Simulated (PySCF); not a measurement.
Sn(H)(Me) (CH4Sn), SMILES [CH3][SnH] (connectivity only; charge and spin as stated), neutral, multiplicity 1. Coordinates come from a r2SCAN-D4/def2-TZVP optimisation. The def2 effective core potentials stand for the cores of Sn; spin–orbit coupling is left out.

Method: r2SCAN-D4/def2-TZVP (PySCF).

Harmonic wavenumbers (cm⁻¹): 136, 482, 518, 537, 786, 1177, 1434, 1440, 1692, 3020, 3097, 3139. Rotational constants (GHz): 79.81, 7.157, 6.845; symmetry number 1.

Question: Work out the zero-point energy and the ideal-gas rigid-rotor harmonic-oscillator thermochemistry at 298.15 K and 1 atm.

Answer: ZPE = ½ Σ hcν = ½ × 17457 cm⁻¹ = 24.96 kcal/mol. H − E(el) = 28.22 kcal/mol. Entropy in cal/(mol K): translation 40.61, rotation 21.94, vibration 5.05, total 67.59. G − E(el) = 8.07 kcal/mol. Cp = 14.65 cal/(mol K). Modes under 150 cm⁻¹ make the vibrational entropy uncertain.
